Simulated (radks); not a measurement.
Results of a calculation; reference values are marked as such.
Coulomb parameter of the 5d shell of neutral tantalum in the model configuration [Xe] 4f14 5d2 6s2 6p1, as a second difference U = [E(n + 0.5) + E(n - 0.5) - 2 E(n)] / (0.5)^2 with all orbitals relaxed. "Bare": the charge of the atom changes with n. "Screened": the 6p shell takes up the change at fixed total charge, which measures U(5d,5d) + U(6p,6p) - 2 U(5d,6p). Code: a radial shooting solver on a logarithmic mesh with Libxc functionals. Model: scalar-relativistic Kohn-Sham, PBE, spin-unpolarised, spherical densities, finite nucleus; Fermi nuclear charge, rms radius 5.3507 fm.

case,configuration,E - E(n) (eV)
start,[Xe] 4f14 5d2 6s2 6p1,0.000
bare +0.5,[Xe] 4f14 5d2.5 6s2 6p1,-2.154
bare -0.5,[Xe] 4f14 5d1.5 6s2 6p1,4.118
screened +0.5,[Xe] 4f14 5d2.5 6s2 6p0.5,-1.696
screened -0.5,[Xe] 4f14 5d1.5 6s2 6p1.5,2.127

U(bare) = 7.856 eV, U(screened by 6p) = 1.724 eV, against the Slater integral F0(5d,5d) = 11.969 eV with frozen orbitals. The step up makes a negative ion, whose loosely bound charge lowers the bare value.
